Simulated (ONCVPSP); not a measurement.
# Which change was made? (Cd, ONCV)

cadmium (Cd), optimised norm-conserving Vanderbilt (ONCV), made with ONCVPSP 4.0.1 (revPBE, scalar-relativistic). Core [Ar] 3d10 4s2, reference 4p6 4d10 5s2. Waves: 5s: rc 2.50 bohr, ncon 4, nbas 8, qcut 2.1 1/bohr, 2 projectors, debl 1.5 Ha; 4p: rc 1.25 bohr, ncon 4, nbas 7, qcut 12.6 1/bohr, 2 projectors, debl 2.4 Ha; 4d: rc 1.30 bohr, ncon 5, nbas 8, qcut 7.2 1/bohr, 2 projectors, debl 0.6 Ha. Local part: polynomial inside 0.80 bohr (lpopt 5, dvloc0 -1 Ha). Core correction: none.

In the p channel the program set the typed energies aside and used -2.460, 0.250 Ha.

Cutoffs, loose and tight: the cutoffs (Ha) at which the residual kinetic energy of the hardest occupied pseudo-wave falls to 1 and 0.1 mHa per electron. They do not see the model core or the augmentation charge, which bear on the density cutoff. Test errors are all-electron minus pseudo excitation energies from the reference, over the configurations 4p6 4d10 5s1; 4p6 4d10 5s0; 4p6 4d9 5s0; 4p6 4d9 5s2 5p1; variants that change the core or the reference have their own tests.

The base gives: outcome: generated, projector energies reset by the program; cutoff, loose: 90 Ha; cutoff, tight: 122 Ha; bound ghosts: s, d; GHOST(+) flags above zero: s; largest test error (meV): -92.

Q: After one change the result is: outcome: generated, projector energies reset by the program; cutoff, loose: 90 Ha; cutoff, tight: 122 Ha; bound ghosts: s, d; GHOST(+) flags above zero: s; largest test error (meV): -36. Which change was it?
A. s: qcut 1.3
B. s: qcut 2.9
C. s: qcut 2.3

A: B. The others give: s: qcut 1.3 → outcome: generated, projector energies reset by the program; cutoff, loose: 90 Ha; cutoff, tight: 122 Ha; bound ghosts: s, d; GHOST(+) flags above zero: s; largest test error (meV): -143 | s: qcut 2.3 → outcome: generated, projector energies reset by the program; cutoff, loose: 90 Ha; cutoff, tight: 122 Ha; bound ghosts: s, d; GHOST(+) flags above zero: s; largest test error (meV): -68.
